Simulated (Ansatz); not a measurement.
AlClFH$_{3}$Si (`[F][AlH][SiH2]Cl`), relaxed with RKS PBE-D4/def2-SVP in Ansatz from a rough embedded geometry. The force threshold is 0.03 eV/Å; the program also tests the step.

Total charge 0; spin multiplicity 1.

Start:

```xyz
7

F     1.701   -1.647   -1.410
Al    0.607   -0.241   -1.192
Si   -0.365    0.183    0.900
Cl   -2.429    0.271    0.810
H     0.316    0.761   -2.423
H     0.047   -0.852    1.883
H     0.123    1.525    1.431
```

```
         step  energy (eV)  largest force (eV/Å)  largest move (Å)
            1  -29739.2117                 1.922             0.000
            2  -29739.4218                 1.246             0.195
            3  -29739.4704                 0.487             0.104
            4  -29739.4858                 0.121             0.033
            5  -29739.4905                 0.064             0.039
            6  -29739.4923                 0.031             0.042
            7  -29739.4937                 0.069             0.102
            8  -29739.4940                 0.047             0.010
            9  -29739.4943                 0.012             0.014
           10  -29739.4947                 0.022             0.044
           11  -29739.4949                 0.125             0.106
           12  -29739.4955                 0.050             0.022
           13  -29739.4960                 0.024             0.033
           14  -29739.4968                 0.079             0.117
           15  -29739.4973                 0.054             0.031
           16  -29739.4982                 0.035             0.083
17 (rejected)  -29739.4981                 0.146             0.115
           18  -29739.4988                 0.031             0.056
           19  -29739.4993                 0.049             0.095
           20  -29739.4994                 0.097             0.065
           21  -29739.4997                 0.062             0.015
           22  -29739.4999                 0.017             0.007
```

End:

```xyz
7

F     2.082   -1.029   -1.364
Al    0.591   -0.252   -1.259
Si   -0.318    0.165    0.985
Cl   -2.326    0.705    0.664
H    -0.099    0.150   -2.640
H    -0.290   -1.034    1.897
H     0.360    1.296    1.717
```

Run time 20 s (2 threads of an Intel Xeon 6975P-C on a shared host); peak host memory 0.16 GiB.
